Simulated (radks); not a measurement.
The sulfur anion S2-, [Ar], held by a Watson sphere: a shell of charge +2 at radius R that stands for the Madelung well of a crystal (potential energy -2/R inside, -2/r outside, in hartree with lengths in bohr). All-electron calculation, non-relativistic Kohn-Sham, r2SCAN, spin-unpolarised, spherical densities, point nucleus; meta-GGA in the generalised Kohn-Sham scheme. Program: a radial shooting solver on a logarithmic mesh with Libxc functionals.

R (bohr)	e(2p) (eV)	e(3s) (eV)	e(3p) (eV)	<r> 3p (bohr)	sum of <r^2> (bohr^2)	X-ray form factor at sin(theta)/lambda = 0.2 1/angstrom
1.89	-156.19	-19.578	-9.037	2.027	38.02	11.584
2.38	-155.96	-17.999	-7.991	2.157	42.55	11.311
3.56	-155.13	-15.150	-5.559	2.409	52.51	11.048
3.57	-155.12	-15.131	-5.541	2.411	52.59	11.047
3.6	-155.09	-15.075	-5.487	2.416	52.82	11.045
3.62	-155.07	-15.039	-5.452	2.420	52.97	11.043
4.18	-154.53	-14.120	-4.543	2.512	57.22	11.023
4.19	-154.52	-14.106	-4.528	2.513	57.29	11.023
